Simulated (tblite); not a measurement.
Compound: C4H5N3S.
Atom-mapped SMILES: `[CH3:1][S:2][c:3]1[cH:4][n:5][n:6][n:7][cH:8]1` (hydrogens: H9, H10, H11 on C1; H12 on C4; H13 on C8)

The geometry is computed with GFN2-xTB (gas phase).

Question: List the bond lengths, angles and torsions at this level.

Answer: 
```csv
bond,length (bohr),order
C1–S2,3.434,single
S2–C3,3.292,single
"C3–C4, C3–C8",2.647,aromatic
"C4–N5, N7–C8",2.491,aromatic
"N5–N6, N6–N7",2.440,aromatic
"C1–H9, C1–H10, C1–H11",2.052,single
"C4–H12, C8–H13",2.041,single
```

Bonds in one row agree within 0.02 bohr and their mean is given. Orders are formal, as drawn. A selection of angles:
```csv
angle,degrees
S2–C1–H9,110.0
S2–C1–H10,105.5
H9–C1–H10,109.9
H9–C1–H11,111.5
C1–S2–C3,103.2
S2–C3–C4,126.5
S2–C3–C8,119.9
C4–C3–C8,113.6
C3–C4–N5,121.0
C3–C4–H12,123.5
N5–C4–H12,115.5
C4–N5–N6,121.4
N5–N6–N7,121.7
N7–C8–H13,116.8
C3–C8–H13,121.7
```

Torsions: C1–S2–C3–C4 0° (synperiplanar).

The 6-membered ring C3–C4–N5–N6–N7–C8 has internal angles of 113.6° to 121.7°; it is planar, 0.00 Å rms from its mean plane, widest ring torsion 0°. The 2 C–S bonds span 1.742 Å (S2–C3, drawn single) to 1.817 Å (C1–S2, drawn single), a spread of 0.075 Å. Of the pairs four or more bonds apart, C1···H12 is among the closest relative to their van der Waals radii: 2.64 Å, 91 % of the sum of Bondi's values. The 8 heavy atoms lie in one plane (0.002 Å rms). N6 (pyridine-type nitrogen) is bent (angle 121.7°).

Point group: Cs (tolerance 0.08 Å). Its GFN2-xTB frequencies are all real (lowest 63 cm⁻¹). The numbers are those of one conformer.

On Arm Neoverse V1, one thread, no GPU, shared host with 32 logical CPUs at a one-minute load of 31, this took 0.7 s. These figures are those of the optimisation.
